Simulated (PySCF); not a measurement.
NICS in isomers of C5H5O3P.

NICS is the negative of the GIAO shielding at a point without a nucleus: at the ring centre (0) and 1 Å above and below it (1); zz is the component along the ring normal. Level: GIAO PBE0/pcSseg-1 (PySCF, non-relativistic, gas phase) on the GFN2-xTB geometries, one conformer each. Atom numbers follow the mapped SMILES.

**Question.** Order these rings by mean NICS(1)zz, lowest (most negative) first (ppm).
A. ring C5–C6–P7–C8–O9 in `[CH3:1][O:2][C:3](=[O:4])[c:5]1[cH:6][p:7][cH:8][o:9]1`
B. ring C3–C4–O5–C6–P9 in `[CH3:1][O:2][c:3]1[cH:4][o:5][c:6]([CH:7]=[O:8])[p:9]1`
C. ring C5–C6–O7–C8–P9 in `[CH3:1][O:2][C:3](=[O:4])[c:5]1[cH:6][o:7][cH:8][p:9]1`

**Answer.** A (-26.4), C (-25.1), B (-23.6).

| SMILES | ring | NICS(0) | NICS(1) | NICS(1)zz | HOMA | rms pucker (Å) | ring atoms with four or more neighbours |
| --- | --- | --- | --- | --- | --- | --- | --- |
| COC(=O)c1cpco1 | 5-membered ring with O and P; formal bonds all aromatic | -11.5 | -11.3 | -26.4 | 0.58 | 0.00 | 0 |
| COC(=O)c1cocp1 | 5-membered ring with O and P; formal bonds all aromatic | -11.4 | -10.8 | -25.1 | 0.53 | 0.00 | 0 |
| COc1coc(C=O)p1 | 5-membered ring with O and P; formal bonds all aromatic | -11.6 | -10.7 | -23.6 | 0.45 | 0.00 | 0 |

NICS(0) gives another order. The isotropic NICS(1) gives the same order. HOMA uses Krygowski's 1993 parameters. NICS(1) and NICS(1)zz are means over the two faces.
